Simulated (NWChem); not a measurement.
# BH$_{2}$O$_{2}$Br; SMILES B(Br)(O)O

```xyz
6

B     -0.0199     0.9494     0.0000
Br     0.0522    -0.9871     0.0000
O     -1.2323     1.5312     0.0000
H     -1.1650     2.4935     0.0000
O      1.1166     1.6831     0.0000
H      1.9174     1.1498     0.0000
```
Atoms are numbered in this order, from 1.

Results from NWChem. Pople sets run with spherical d functions. Coordinates come from a PBE0/def2-SVP optimisation. Vzz is the largest principal value of the second derivative of the potential at the nucleus (NWChem prints the opposite sign); η is the asymmetry. Non-relativistic.

For level PBE/def2-SVP:

* **Vzz B1 (a.u.)**: 0.211
* **Vzz Br2 (a.u.)**: 4.388

Question: Estimate the same quantities for level B3LYP/6-31G*.

Answer: Vzz B1 (a.u.): 0.230
Vzz Br2 (a.u.): 4.146
